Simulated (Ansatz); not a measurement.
# How methods differ on GeH3O (SMILES [O][GeH3])

GeH3O has 5 atoms, charge 0, and is taken as a doublet. SMILES: `[O][GeH3]`. Geometry: relaxed at PBE0-D4/def2-TZVP.

```xyz
5

O    -1.4439    0.4186    0.7773
Ge    0.0723   -0.0563   -0.0569
H    -0.1622   -0.0912   -1.5747
H     0.5480   -1.4181    0.4715
H     1.0357    1.0734    0.3414
```

Quantity: the energy change with the O1–Ge2 bond stretched from 1.795 to 2.243 Å, in eV. The values are calculated.

```tsv
level	kind	program	value (eV)	less FCI/STO-3G	CPU time (all runs)
USVWN5/STO-3G	LDA	Ansatz	1.57	+0.63	6.8 s
UBLYP/STO-3G	GGA	Ansatz	1.28	+0.34	23 s
U-r2SCAN/STO-3G	meta-GGA	Ansatz	1.37	+0.43	63 s
UBCCD(T)/STO-3G	coupled cluster or CI	Ansatz	0.94	0.00	2.5 s
UCCSD(T)/STO-3G	coupled cluster or CI	Ansatz	0.95	+0.01	2.3 s
UCCSD/STO-3G	coupled cluster or CI	Ansatz	0.94	0.00	2.3 s
UCCSDT(Q)/STO-3G	coupled cluster or CI	Ansatz	0.94	0.00	8.8 s
FCI/STO-3G	exact in the basis	Ansatz	0.94	0.00	3.6 min
```

FCI/STO-3G is exact within its basis and frozen core, so for wave-function methods in that basis the difference is their error; functionals converge differently with the basis, so for them it is only a difference. All-electron rows without a relativistic Hamiltonian named are non-relativistic. The first shape isn't each level's own minimum. The values span 0.94 to 1.57 eV. Spin contamination of the reference (⟨S²⟩ at least 0.1 too high) touches UBCCD(T)/STO-3G, UCCSD(T)/STO-3G, UCCSD/STO-3G, UCCSDT(Q)/STO-3G. All rows use very small basis sets, so none should be taken for the real molecule's value. In the correlated wave-function rows the outer d shell of Ge is correlated, in sets not made for it. Times are those of the runs behind each value, whatever else they computed, on shared processors of several kinds: orders of magnitude only.
